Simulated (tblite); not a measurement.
System: H₃Si (cation, charge +1), singlet: map of symmetric stretch and umbrella angle. Scanned: Si-H bond length and angle between the Si-H bonds and the threefold axis (90 = planar).

Cartesian coordinates as functions of the variables (Å; names that start with a are angles):
```
Si  0  0  0
H  r*sin(a)*cos(0*2*pi/3+0)  r*sin(a)*sin(0*2*pi/3+0)  0+r*cos(a)
H  r*sin(a)*cos(1*2*pi/3+0)  r*sin(a)*sin(1*2*pi/3+0)  0+r*cos(a)
H  r*sin(a)*cos(2*2*pi/3+0)  r*sin(a)*sin(2*2*pi/3+0)  0+r*cos(a)
```

Method: GFN2-xTB, 300 K electronic temperature (tblite 0.5.0).

Energy in kJ/mol above the lowest grid point; x is the Si-H bond length (Å), y the angle between the Si-H bonds and the threefold axis (90 = planar) (°).

```csv
y \ x,1.28,1.37,1.44,1.51,1.57,1.64,1.71,1.78,1.82
130,511.7,360.0,312.3,300.4,307.9,329.8,360.6,396.9,419.1
127.20,453.1,306.4,262.2,253.5,263.5,288.2,321.7,360.5,384.1
123.20,383.4,242.5,202.3,197.1,210.1,237.9,274.4,316.1,341.3
119.20,326.9,190.4,153.1,150.7,165.8,196.0,234.8,278.7,305.2
115.20,280.8,147.6,112.5,112.0,128.7,160.8,201.3,246.9,274.3
111.20,243.4,112.5,79.0,79.9,97.8,131.1,172.9,219.8,247.9
107.20,213.5,84.2,51.8,53.7,72.4,106.6,149.3,197.1,225.7
103.20,190.3,62.1,30.5,33.1,52.3,87.1,130.4,178.8,207.9
99.20,173.5,46.0,14.8,17.8,37.4,72.6,116.3,165.2,194.5
95.20,162.7,35.7,4.7,8.0,27.7,63.2,107.1,156.2,185.7
90,157.7,30.8,0.0,3.4,23.2,58.7,102.8,152.0,181.5
```

Points that lie below all their neighbours on the grid: x = 1.44, y = 90 on the edge of the grid (0.0 kJ/mol).
